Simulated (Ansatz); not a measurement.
Mulliken charges of CH$_{6}$BNSi, SMILES `CN1B[SiH2]1` from PBE/def2-TZVPP in Ansatz (PBE0-D4/def2-TZVP geometry).

```json
{"atom": "C1", "x (Å)": "0.084", "y (Å)": "1.444", "z (Å)": "0.064", "charge (e)": "-0.181"}
{"atom": "N2", "x (Å)": "-0.032", "y (Å)": "0.014", "z (Å)": "0.159", "charge (e)": "-0.019"}
{"atom": "B3", "x (Å)": "-0.339", "y (Å)": "-0.944", "z (Å)": "1.095", "charge (e)": "-0.082"}
{"atom": "Si4", "x (Å)": "0.092", "y (Å)": "-1.523", "z (Å)": "-0.688", "charge (e)": "0.077"}
{"atom": "H5", "x (Å)": "-0.614", "y (Å)": "1.836", "z (Å)": "-0.681", "charge (e)": "0.103"}
{"atom": "H6", "x (Å)": "1.094", "y (Å)": "1.726", "z (Å)": "-0.246", "charge (e)": "0.103"}
{"atom": "H7", "x (Å)": "-0.131", "y (Å)": "1.911", "z (Å)": "1.027", "charge (e)": "0.094"}
{"atom": "H8", "x (Å)": "-0.641", "y (Å)": "-0.947", "z (Å)": "2.245", "charge (e)": "0.025"}
{"atom": "H9", "x (Å)": "-0.886", "y (Å)": "-1.710", "z (Å)": "-1.793", "charge (e)": "-0.060"}
{"atom": "H10", "x (Å)": "1.456", "y (Å)": "-1.859", "z (Å)": "-1.178", "charge (e)": "-0.060"}
```

By hand: the dipole of these point charges (1 e Å = 4.8032 D).

Σ q r = (0.007, 0.435, 0.078) e Å, of length 0.442 e Å = 2.12 D.

How does the dipole of the full density compare? (Estimate.)

The calculation gave: (0.042, 0.336, -0.078) e Å, 1.67 D; the point charges give 1.27 times that, at 24° from its direction.

Point charges leave out the atoms' own dipoles, such as those of lone pairs, and Mulliken's split depends on the basis, so the two needn't agree.
